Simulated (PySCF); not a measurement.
## Nuclear quadrupole coupling in `FC(F)O[C+]1C=CCC1`

C6H7F2O (charge +1).
Z-matrix (Å and degrees, GFN2-xTB geometry), rows numbered from 1:
```
F 
C   1  1.3357
F   2  1.3355  1  106.97
O   2  1.3930  1  109.84  3  -119.16
C   4  1.3080  2  121.42  1    58.53
C   5  1.4072  4  121.58  2  -179.78
C   6  1.3643  5  108.86  4   179.81
C   7  1.4655  6  111.92  5     0.03
C   5  1.4750  4  127.84  2     0.16
H   2  1.0994  1  110.76  3   120.85
H   6  1.0751  5  124.09  4    -0.13
H   7  1.0782  6  125.01  5  -179.91
H   8  1.0952  7  110.80  6  -121.97
H   8  1.0950  7  110.89  6   122.23
H   9  1.0968  5  111.54  4   -58.09
H   9  1.0969  5  111.33  4    58.78
```

Field gradients from the PBE0/pcSseg-1 density (PySCF, non-relativistic), principal values in atomic units, ordered |Vxx| ≤ |Vyy| ≤ |Vzz|:

```json
{"atom": "O4", "Vxx": "-0.8141", "Vyy": "-0.8609", "Vzz": "1.6750"}
```

Find the asymmetry η = (Vxx − Vyy)/Vzz and the couplings χ = eQV/h (234.96 MHz × Q in barn × V in au), with Q(17O) = −0.0256 b.

| atom | environment | nucleus | η | χzz (MHz) | χxx (MHz) | χyy (MHz) |
| --- | --- | --- | --- | --- | --- | --- |
| O4 | oxygen bonded to 2 C | 17O | 0.03 | -10.08 | 4.90 | 5.18 |

The gradient is axial or nearly so (η below 0.05) at O4. 

What is Vzz at O4 in SI units (1 au = 9.71736 × 10²¹ V/m²)?

1.6750 au = 16.277 × 10²¹ V/m².

What couplings would deuterons (Q(2H) = 0.00286 b) have in place of the hydrogens, at this geometry?

| atom | bonded to | bond length (Å) | Vzz (au) | η | χzz (kHz) |
| --- | --- | --- | --- | --- | --- |
| H10 | C2 | 1.099 | 0.2552 | 0.02 | 171 |
| H11 | C6 | 1.075 | 0.3254 | 0.06 | 219 |
| H12 | C7 | 1.078 | 0.3149 | 0.02 | 212 |
| H13 | C8 | 1.095 | 0.2912 | 0.04 | 196 |
| H14 | C8 | 1.095 | 0.2914 | 0.04 | 196 |
| H15 | C9 | 1.097 | 0.2859 | 0.04 | 192 |
| H16 | C9 | 1.097 | 0.2858 | 0.04 | 192 |

One conformer (not necessarily the lowest) at the GFN2-xTB geometry, without solvent, vibrations or thermal averaging. GFN2-xTB bond lengths can be off by several hundredths of an ångström, more for odd bonds, and the gradients follow them. With a basis this small, the couplings can be 20 % off.
